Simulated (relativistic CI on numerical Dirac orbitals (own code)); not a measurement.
**Forbidden transitions in Ga17+**

Calculated at this level of theory: Dirac-Coulomb-Breit CI, orbitals from a KLI potential per configuration, QED by a radiative potential, unscaled Slater integrals (own radial code, finite nucleus).

CI space (outside the closed core [Ne]): 3s2 3p2, 3s 3p3, 3s2 3p 3d, 3p4, 3s 3p2 3d, 3p3 3d, 3s 3p 3d2, 3s2 3d 4p, 3s2 3p 4s, 3p3 4s, 3p3 4p, 3s2 3p 4p, 3s 3p 3d 4s, 3s2 3p 4d, 3s 3p2 4s, 3s2 3p 4f, 3s 3p2 4p, 3p2 3d 4p, 3s 3p2 4d, 3s 3p2 4f, 3s2 3p 5s, 3s2 3p 5p, 3s2 4s 4p, 3s2 3p 5d, 3s2 3p 5f, 3s2 3p 5g, 3s 3p 4s2, 3s 3p2 5s, 3s2 3d2, 3s 3d3, 3p2 3d2, 3p 3d3, 3p 3d2 4s, 3p 3d2 4p, 3p 3d2 4d, 3s2 3d 4s, 3s 3d2 4s, 3s 3p 3d 4p, 3s 3d2 4p, 3s 3d 4s 4p, 3s 3d 4p2, 3s 3d 4p 4d, 3p2 3d 4s, 3p 3d 4s2, 3p 3d 4s 4p, 3p 3d 4s 4d, 3s2 4s2, 3s 3d 4s2, 3s2 4p2, 3s 3p 4s 4p, 3s 4s2 4p, 3s 4s 4p2, 3s 4s 4p 4d. Double excitations out of closed p, d and f shells are left out; levels of such configurations are missing from the list, as are those of other unlisted configurations, and high levels can miss mixing partners. These lack a partner that the ground configuration has and come out too high: 3s 3p2 4d, 3s 3p2 4f, 3s 3p2 5s, 3s2 3p 4f, 3s2 3p 5s.

```
λ vac (nm)                 Lower                 Upper  Type   A (s⁻¹)        gf  Branching (%)
    18.394      3s2 3p2 1D_2 [4]  3s2 3p 3d 3F°_4 [18]    M2  1.05e+02  4.80e-09           15.4
    31.251      3s 3p3 5S°_2 [6]  3s2 3p 3d 3F°_4 [18]    E2  2.62e+01  3.45e-09            3.8
    44.822      3s 3p3 3D°_2 [8]  3s2 3p 3d 3F°_4 [18]    E2  4.17e+01  1.13e-08            6.1
    47.021      3s 3p3 3D°_3 [9]  3s2 3p 3d 3F°_4 [18]    M1  8.90e+01  2.66e-08           13.0
    64.211     3s 3p3 3P°_2 [12]  3s2 3p 3d 3F°_4 [18]    E2  2.26e+01  1.26e-08            3.3
    78.658      3s2 3p2 3P_1 [2]      3s2 3p2 1S_0 [5]    M1  9.02e+03  8.37e-07           99.5
    147.19      3s2 3p2 3P_1 [2]      3s2 3p2 1D_2 [4]    M1  9.91e+02  1.61e-06           52.3
    200.37      3s2 3p2 3P_2 [3]      3s2 3p2 1D_2 [4]    M1  9.04e+02  2.72e-06           47.7
    361.82      3s2 3p2 3P_0 [1]      3s2 3p2 3P_1 [2]    M1  3.48e+02  2.05e-06          100.0
    371.89  3s2 3p 3d 3F°_3 [16]  3s2 3p 3d 3F°_4 [18]    M1  3.83e+02  7.14e-06           56.1
    554.62      3s2 3p2 3P_1 [2]      3s2 3p2 3P_2 [3]    M1  6.05e+01  1.39e-06           99.6
```

Terms are leading LS components. Brackets give the number of a level in order of energy, since labels repeat. The list gives strong lines, with weight on those to low levels, among the lowest 400 of 2808 levels, so that lines to higher ones, which can be the strongest, are missing. Levels whose partners in the same complex of configurations lie outside the list can be far off, and so can their lines. Rates are taken at the computed energies, electric ones in the length gauge.

At this charge energies of transitions that change n are usually good to better than 1 %, and those within a shell (Δn = 0) to a few per cent.

(1) From the table, what is the radiative lifetime of 3s2 3p 3d 3F°_4?

## Answers

(1) The listed rates from this level add up to about 6.67e+02 s⁻¹, 98 % of its decay; with all channels τ = 1.46e-03 s.

LS names give the leading component of a level, which can be under half, so a name can repeat, a term be missing and a line seem to break the LS rules.
